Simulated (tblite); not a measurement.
Species: C5H6F3NSi.
Bonds: N1–C2 (triple), C2–C3, C3–Si4, Si4–C5, C5–C6, C6–F7, C6–C8 (double), C8–F9, C8–F10. Hydrogens: H11, H12 on C3; H13, H14 on Si4; H15, H16 on C5.

A start from a force field or distance geometry was refined with GFN2-xTB geometry optimisation, gas phase (tblite). Values at the start:

```json
{"coordinate": "N1≡C2", "start": "1.166 Å"}
{"coordinate": "C2–C3", "start": "1.444 Å"}
{"coordinate": "C3–Si4", "start": "1.856 Å"}
{"coordinate": "C3–H11", "start": "1.135 Å"}
{"coordinate": "Si4–C5", "start": "1.853 Å"}
{"coordinate": "Si4–H13", "start": "1.455 Å"}
{"coordinate": "C5–C6", "start": "1.509 Å"}
{"coordinate": "C5–H15", "start": "1.124 Å"}
{"coordinate": "C6–F7", "start": "1.364 Å"}
{"coordinate": "C6=C8", "start": "1.354 Å"}
{"coordinate": "C8–F9", "start": "1.357 Å"}
{"coordinate": "C8–F10", "start": "1.351 Å"}
{"coordinate": "C2–C3–Si4", "start": "114.0°"}
{"coordinate": "C3–Si4–C5", "start": "114.0°"}
{"coordinate": "Si4–C5–C6", "start": "105.8°"}
{"coordinate": "C5–C6–F7", "start": "119.0°"}
{"coordinate": "C5–C6–C8", "start": "120.5°"}
{"coordinate": "C6–C8–F10", "start": "116.6°"}
{"coordinate": "F7–C6–C8", "start": "120.5°"}
{"coordinate": "F9–C8–F10", "start": "121.5°"}
{"coordinate": "C2–C3–Si4–C5", "start": "-60°"}
{"coordinate": "C3–Si4–C5–C6", "start": "132°"}
{"coordinate": "Si4–C5–C6–F7", "start": "-61°"}
{"coordinate": "C5–C6–C8–F9", "start": "-1°"}
```

Task: How do these coordinates change at the GFN2-xTB level?

Result: 
```csv
coordinate,GFN2-xTB (Å or °),change
Si4–C5,1.921,+0.068
C3–Si4,1.919,+0.063
C3–H11,1.090,-0.045
C5–H15,1.088,-0.036
C5–C6,1.478,-0.031
C6=C8,1.327,-0.027
C8–F10,1.327,-0.024
C8–F9,1.334,-0.023
N1≡C2,1.144,-0.022
C6–F7,1.349,-0.015
C2–C3,1.430,-0.014
Si4–H13,1.465,+0.010
F9–C8–F10,110.8,-10.7
C6–C8–F10,126.6,+10.0
C3–Si4–C5,106.3,-7.7
C5–C6–C8,126.3,+5.8
Si4–C5–C6,110.5,+4.7
C5–C6–F7,115.4,-3.6
C2–C3–Si4,110.9,-3.1
F7–C6–C8,118.2,-2.3
C3–Si4–C5–C6,-177,+51
Si4–C5–C6–F7,-67,-6
C5–C6–C8–F9,2,+3
C2–C3–Si4–C5,-57,+3
```

The energy falls by 0.599 eV over 131 L-BFGS steps, the largest force on an atom goes from 2.76 to 0.010 eV/Å, and the atoms move by 0.706 Å rms after alignment. The bond that changes most is Si4–C5 (SiH2 silicon to sp3 carbon bound to silicon), which lengthens by 0.068 Å. Bonds longer at the end by more than 0.005 Å: 3 of 15; shorter: 11. Among the dihedrals that turn most is C3–Si4–C5–H15, from -114° to -56°. Rotational constants go from 2256, 524.1, 463.0 to 2355, 468.1, 450.1 MHz.

Hardware: one thread, Arm Neoverse N1 (aarch64), shared host with 64 logical CPUs at a one-minute load of 59. Cost: 1.8 s of wall time.

Its GFN2-xTB frequencies are all real (lowest 21 cm⁻¹). One conformer, not necessarily the lowest. 3 starts were optimised and ended at 0.00, 0.01 and 0.16 kcal/mol (GFN2-xTB); the lowest of these is shown.

The numbers are calculated, not measured.
